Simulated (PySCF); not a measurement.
# UHF on Al²⁺ (aluminium, charge +2)

Configuration: [Ne] 3s1, 2S determinant. All numbers are calculated (PySCF 2.14, the non-relativistic Hamiltonian (point nucleus), in dyall-av3z (19s12p3d2f, 84 functions)).

```json
{
  "Total energy": "-241.030623 hartree",
  "One-electron energy": "-327.4118 hartree",
  "Hartree (Coulomb) energy": "104.0752 hartree",
  "Exchange energy": "-17.6941 hartree",
  "Kinetic energy": "241.03090 hartree",
  "⟨S²⟩": "0.7500",
  "⟨L²⟩": "0.000",
  "Sum of ⟨r⟩": "7.308 bohr",
  "Sum of ⟨r²⟩": "9.361 bohr²",
  "Density at the nucleus (Gaussians lack the cusp)": "1400 bohr⁻³",
  "Spin density at the nucleus": "3.93 bohr⁻³",
  "Langevin diamagnetic susceptibility": "-7.41 ×10⁻⁶ cm³/mol"
}
```

```json
{"shell": "1s α", "electrons": "1", "mean orbital energy (hartree)": "-59.27142", "rms radius, mean of both spins (bohr)": "0.139"}
{"shell": "1s β", "electrons": "1", "mean orbital energy (hartree)": "-59.25807", "rms radius, mean of both spins (bohr)": "0.139"}
{"shell": "2s α", "electrons": "1", "mean orbital energy (hartree)": "-5.66642", "rms radius, mean of both spins (bohr)": "0.677"}
{"shell": "2s β", "electrons": "1", "mean orbital energy (hartree)": "-5.63866", "rms radius, mean of both spins (bohr)": "0.677"}
{"shell": "2p α", "electrons": "3", "mean orbital energy (hartree)": "-3.96924", "rms radius, mean of both spins (bohr)": "0.672"}
{"shell": "2p β", "electrons": "3", "mean orbital energy (hartree)": "-3.95865", "rms radius, mean of both spins (bohr)": "0.672"}
{"shell": "3s α", "electrons": "1", "mean orbital energy (hartree)": "-1.03124", "rms radius, mean of both spins (bohr)": "2.39"}
```
